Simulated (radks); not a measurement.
All-electron atom: Te I in [Kr] 4d10 5s2 5p4 (the NIST ground configuration). Calculated with a radial shooting solver on a logarithmic mesh with Libxc functionals: scalar-relativistic Kohn-Sham, PBEsol, spin-polarised, spherical densities, point nucleus; open shells are filled with parallel spins first (spin-orbit coupling, left out, can overturn this in heavy ions).

X-ray form factor f0, the Fourier transform of the density (f0(0) = 52):

| sin(theta)/lambda (1/angstrom) | f0 (electrons) |
|---|---|
| 0.05 | 50.918 |
| 0.1 | 48.208 |
| 0.15 | 44.890 |
| 0.2 | 41.653 |
| 0.25 | 38.719 |
| 0.3 | 36.074 |
| 0.4 | 31.417 |
| 0.5 | 27.468 |
| 0.6 | 24.248 |
| 0.8 | 19.794 |
| 1 | 16.972 |
| 1.25 | 14.208 |
| 1.5 | 11.710 |
| 2 | 7.916 |
